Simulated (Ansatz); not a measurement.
A run for Ansatz (a quantum-chemistry and plane-wave program): R-CCSD(T)/aug-cc-pVDZ on C4H10O (a complex), monomers drawn apart or pushed together.

Ansatz 0.2 input:
```yaml
crystal:
  periodic: [false, false, false]
  atoms:
    - {symbol: C, position_ang: [-0.44378606, 0.26334721, 0.86129778]}
    - {symbol: C, position_ang: [0.71425943, -0.14896037, 0.36590407]}
    - {symbol: H, position_ang: [-0.82173161, -0.10254413, 1.80829003]}
    - {symbol: H, position_ang: [-1.05551818, 0.98643933, 0.33427706]}
    - {symbol: H, position_ang: [1.09652573, 0.21700552, -0.57961663]}
    - {symbol: H, position_ang: [1.32753172, -0.87556928, 0.88562476]}
    - {symbol: C, position_ang: [-0.58154332, 1.02348564, 4.92431980]}
    - {symbol: O, position_ang: [-0.55810360, -0.35096675, 4.60438687]}
    - {symbol: C, position_ang: [0.74976324, -0.88104904, 4.60928254]}
    - {symbol: H, position_ang: [-0.00678447, 1.61167884, 4.19773206]}
    - {symbol: H, position_ang: [-0.17126652, 1.20660208, 5.92587806]}
    - {symbol: H, position_ang: [-1.62148360, 1.34566661, 4.90168280]}
    - {symbol: H, position_ang: [1.39146210, -0.36515547, 3.88404050]}
    - {symbol: H, position_ang: [0.67602910, -1.93297173, 4.33742156]}
    - {symbol: H, position_ang: [1.20962420, -0.79863076, 5.60264570]}
basis:
  gaussian:
    orbitals: aug-cc-pVDZ
magnetization: {spin_polarized: false}
correlation: {method: ccsd_t, electrons: outside_noble_gas}
scf: {lower_state_search: off}
```

Program output:

```
WARN ansatz: RAYON_NUM_THREADS=1 ignored (pool sized by the plan → 1); use --threads N
Functional definition: HF
these checks for a lower state are left out or cut short: stability, starts, cluster_reference, orbital_swaps, neighbouring_geometries, increment
integrals: 1.06 GiB planned
2009 factors; integrals over basis functions are off by at most 8.0e-4 eV
mean field: 0.77 GiB planned
mean field evaluation 1: about -6312.6660 eV, gradient 3.8e1 eV
mean field evaluation 2: about -6312.6921 eV, gradient 3.8e1 eV
mean field evaluation 4: about -6316.5563 eV, gradient 4.8e0 eV
mean field evaluation 8: about -6316.6131 eV, gradient 1.8e-1 eV
mean field -6316.61327054 eV, -232.1312561379 hartree, gradient 1.5e-6 eV, S^2 0.000000; 0 other end points of the search recorded, 0 dependent functions left out
5 core orbitals not correlated
reference -6316.61327054 eV, -232.1312561379 hartree; 16, 16 occupied and 184, 184 virtual orbitals, 2009 factors
second order -21.54100073 eV of doubles, -0.00000000 eV of singles
coupled cluster: 1.99 GiB planned
cycle   1  -22.60220279 eV  change    -1.1e0 eV  update   1.0e-1
cycle   2  -23.20494694 eV  change   -6.0e-1 eV  update   3.2e-2
cycle   3  -23.34365843 eV  change   -1.4e-1 eV  update   1.6e-2
cycle   4  -23.34270247 eV  change    9.6e-4 eV  update   4.3e-3
cycle   5  -23.34280034 eV  change   -9.8e-5 eV  update   1.7e-3
cycle   6  -23.34340222 eV  change   -6.0e-4 eV  update   4.8e-4
cycle   7  -23.34329845 eV  change    1.0e-4 eV  update   1.6e-4
cycle   8  -23.34327116 eV  change    2.7e-5 eV  update   4.3e-5
cycle   9  -23.34327633 eV  change   -5.2e-6 eV  update   1.6e-5
perturbative correction -0.75091101 eV, -0.0275954707 hartree
Total energy: -6340.70745788 eV, -233.0167011911 hartree
Checks for a lower state left out: stability, starts, cluster_reference, orbital_swaps, neighbouring_geometries, increment
```

The run converged.

Cost: around 9 core-minutes (rough).
